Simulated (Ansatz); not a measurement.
`BOB[SiH2][AlH2]` + NH₃ → `N[SiH2][AlH2]` + `BOB` at 400 K and 1 bar (cleavage of the Si–B bond).

Gas-phase electronic energies from Ansatz, PBE0-D4/def2-TZVP geometries. CBS: MP2 limit from def2 TZ/QZ plus the TZ coupled-cluster correction, frozen cores. This one scheme is used for every species. One conformer a species, not always the lowest.

| species | CCSD(T)/CBS energy (Eh) | H − E (kJ/mol) | S (J/(mol·K)) |
| --- | --- | --- | --- |
| `BOB[SiH2][AlH2]` | -660.09328 | 222.9 | 451.4 |
| NH₃ | -56.50880 | 104.2 | 203.1 |
| `N[SiH2][AlH2]` | -589.40062 | 178.1 | 361.4 |
| `BOB` | -127.21702 | 143.3 | 283.5 |

H − E and S are ideal-gas, rigid-rotor, harmonic terms from PBE0-D4/def2-TZVP, for one conformer and one mirror image of each species. 1 Eh = 2625.50 kJ/mol, R = 8.31446 J/(mol·K).

Problem. By hand: ΔE, ΔH, ΔS and ΔG.

Solution. ΔE = (-589.40062) + (-127.21702) − (-660.09328) − (-56.50880) = -0.01556 Eh = -40.9 kJ/mol. Δ(H − E) = 178.1 + 143.3 − 222.9 − 104.2 = -5.7, so ΔH = -46.6 kJ/mol. ΔS = 361.4 + 283.5 − 451.4 − 203.1 = -9.6 J/(mol·K). ΔG = -46.6 − 400 × (-9.6)/1000 = -42.8 kJ/mol.

Problem. By hand: the equilibrium constant, and the temperature at which ΔG would vanish if ΔH and ΔS stayed fixed.

Solution. log₁₀ K = −ΔG/(RT ln 10) = 5.6. ΔG = 0 at ΔH/ΔS = 4854 K, far beyond where these terms or the molecules hold.

The number of gas molecules stays the same, so ΔS is small and ΔH decides. A doubt of 5 kJ/mol in ΔE shifts log₁₀ K by 0.7 here. Other conformers and mirror images would add mixing entropy, several J/(mol·K) or more a flexible species. Modes under 60 cm⁻¹, often nearly free rotors, make the harmonic entropy too high. These are equilibria of isolated gas molecules and say nothing of rates. Largest T1 diagnostic: 0.017 (customary marks: 0.02 for closed shells, 0.045 for open ones).
